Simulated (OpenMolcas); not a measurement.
## Ionisation energies of iridium

```
Program             : OpenMolcas 26.06
Basis               : ANO-R3 [9s7p6d4f2g2h]
Scalar Hamiltonian  : X2C, finite nucleus
Spin-orbit coupling : state interaction with AMFI integrals over the reference wave functions, term energies averaged over their components
```

Active shells in each charge state: the valence d shell, with orbitals averaged over the low states. Where CASPT2's correlated closed shells are named, they are those of the first ion.

A. CASSCF
B. SS-CASPT2, IPEA 0.25 Eh, imaginary shift 0.1 Eh (closed shells correlated: 5s 5p)
C. SS-CASPT2, IPEA 0.25 Eh, imaginary shift 0.1 Eh (closed shells correlated: none)
D. SS-CASPT2, IPEA 0 Eh, imaginary shift 0.1 Eh (closed shells correlated: 5s 5p)
E. SS-CASPT2, IPEA 0.25 Eh, imaginary shift 0.1 Eh (closed shells correlated: 4f 5s 5p)

Energies in eV between the lowest computed levels, named as in B; reference values from the NIST Atomic Spectra Database with their kind.

```
           From               To        A        B        C        D        E  Spin-orbit share in B              Reference
Ir2+ 5d7 4F 9/2     Ir3+ 5d6 5D4   27.967   29.539   29.407   29.558   29.697                 +0.494   28.000 (theoretical)
   Ir3+ 5d6 5D4  Ir4+ 5d5 6S 5/2   40.086   41.638   41.455   41.627   41.843                 +0.545   40.000 (theoretical)
Ir4+ 5d5 6S 5/2     Ir5+ 5d4 5D0   57.502   58.358   58.085   58.427   58.635                 -0.956   57.000 (theoretical)
   Ir5+ 5d4 5D0  Ir6+ 5d3 4F 3/2   72.075   72.951   72.579   73.002   73.269                 -0.412   72.000 (theoretical)
Ir6+ 5d3 4F 3/2     Ir7+ 5d2 3F2   87.800   88.567   88.073   88.622   88.918                 -0.497   89.000 (theoretical)
   Ir7+ 5d2 3F2   Ir8+ 5d 2D 3/2  105.358  106.199  105.521  106.256  106.587                 +0.699  105.000 (theoretical)
```

The lowest level within the active space need not be the ion's true ground level.
